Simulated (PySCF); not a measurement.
2-selenophen-2-ylthiophene (C8H6SSe), SMILES c1csc(-c2ccc[se]2)c1.

The structure is a stationary point at PBE0-D3(BJ)/def2-SVP. The values are those of a single conformer.

Calculation: TDDFT-LC-ωPBE/def2-SVP (PySCF).

Vertical excitations. Gas-phase values at a fixed geometry. State labels are in the subgroup Cs.

| state | symmetry | energy (eV) | λ (nm) | f | main pairs |
|---|---|---|---|---|---|
| S1 | A' | 4.34 | 286 | 0.395 | HOMO→LUMO 94 % |
| S2 | A' | 5.29 | 234 | 0.059 | HOMO−1→LUMO 86 % |
| S3 | A" | 5.66 | 219 | 0.000 | HOMO−1→LUMO+2 58 %, HOMO→LUMO+2 36 % |
| S4 | A' | 5.75 | 215 | 0.105 | HOMO−2→LUMO 80 % |
| S5 | A" | 6.01 | 206 | 0.000 | HOMO→LUMO+2 54 %, HOMO−1→LUMO+2 33 % |
| S6 | A' | 6.16 | 201 | 0.006 | HOMO→LUMO+1 61 %, HOMO−3→LUMO 30 % |
| S7 | A" | 6.59 | 188 | 0.000 | HOMO→LUMO+3 80 % |
| S8 | A' | 6.92 | 179 | 0.001 | HOMO−3→LUMO 60 %, HOMO→LUMO+1 28 % |
| S9 | A" | 7.00 | 177 | 0.003 | HOMO−4→LUMO 60 %, HOMO−2→LUMO+3 23 % |
| S10 | A" | 7.05 | 176 | 0.001 | HOMO−2→LUMO+3 51 %, HOMO−4→LUMO 29 % |
| T1 | A' | 2.62 | 473 | 0 | HOMO→LUMO 87 % |
| T2 | A' | 3.86 | 321 | 0 | HOMO→LUMO+1 49 %, HOMO−3→LUMO 39 % |
| T3 | A' | 4.06 | 305 | 0 | HOMO−1→LUMO 80 % |
| T4 | A' | 4.40 | 282 | 0 | HOMO−2→LUMO 71 %, HOMO−2→LUMO+1 16 % |
Triplets are in the Tamm–Dancoff approximation, which puts them higher than full response would, so one can lie above its singlet here.
